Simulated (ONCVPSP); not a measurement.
## Building the ONCV potential for helium (He) (PBE, scalar-relativistic).

ONCVPSP 4.0.1 input, shortened (lines: element, Z, core and valence counts, functional; n l f; lmax; l rc ep ncon nbas qcut; lloc lpopt rc5 dvloc0; l nproj debl; icmod fcfact rcfact), PBE, scalar-relativistic:

```
  He 2.00    0    1        4      upf
    1    0    1.00
    1
    0    0.65    0.00    4    8    9.00
    1    0.65    0.20    4    8   14.80
    4    5    0.50    4.00
    0    2    0.40
    1    2    3.60
    0    0.00    0.00
```

In the s channel the program set the typed energies aside and used -1.438, 0.250 Ha.

Results:

| Property | Result |
| --- | --- |
| Cutoffs needed | 188 Ha and 395 Ha (the cutoffs (Ha) at which the residual kinetic energy of the hardest occupied pseudo-wave falls to 1 and 0.1 mHa per electron) |
| Ghost test | no bound ghost flagged; no localised positive-energy state flagged |
| Largest excitation error | +24 meV (all-electron minus pseudo) for 1s2, out of 2 test configurations |

Generation and tests took about 1.8 s on one core of a shared server CPU.
